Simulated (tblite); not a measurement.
Isomers of C6H3O (doublet state). Computed with GFN2-xTB (tblite): harmonic, unscaled wavenumbers at the GFN2-xTB geometry, gas phase. The method is semi-empirical: single wavenumbers can be off by several per cent or more. One conformer each. Open shells enter through the occupations alone, without spin polarisation, and single modes of such species can be off by tens of per cent.

Electronic energies: GFN2-xTB at the same geometries; isomer energies are rough at this level and their order can be wrong.

```tsv
SMILES	electronic energy, lowest = 0 (kcal/mol)
C#Cc1[c]occ1	0.6
C#Cc1c[c]oc1	0.0
C#Cc1[c]coc1	2.6
```

Question: How do GFN2-xTB zero-point energies change the relative energies?

Answer: 
```
      SMILES  ZPE (kcal/mol)  of it from modes above 1550 cm⁻¹  electronic (kcal/mol)  with ZPE, lowest = 0 (kcal/mol)  lowest mode (cm⁻¹)  rings
C#Cc1c[c]oc1            40.3                              19.4                    0.0                              0.0                 144      1
C#Cc1[c]occ1            40.3                              19.4                    0.6                              0.6                 148      1
C#Cc1[c]coc1            40.5                              19.4                    2.6                              2.8                 146      1
```

The zero-point energies span 0.2 kcal/mol, from `C#Cc1c[c]oc1` to `C#Cc1[c]coc1`. The order is unchanged.

Question: What do entropy and thermal enthalpy add at 298.15 K and 1 bar (rigid rotor, harmonic oscillator, one conformer each)?

Answer: 
| SMILES | point group | symmetry number | S (cal/(mol K)) | H − H(0) (kcal/mol) | ZPE + H − H(0) − TS (kcal/mol) |
| --- | --- | --- | --- | --- | --- |
| C#Cc1c[c]oc1 | Cs | 1 | 78.4 | 4.36 | 21.3 |
| C#Cc1[c]occ1 | Cs | 1 | 78.3 | 4.35 | 21.3 |
| C#Cc1[c]coc1 | Cs | 1 | 78.1 | 4.32 | 21.5 |

S holds R ln(2S + 1) for the spin.
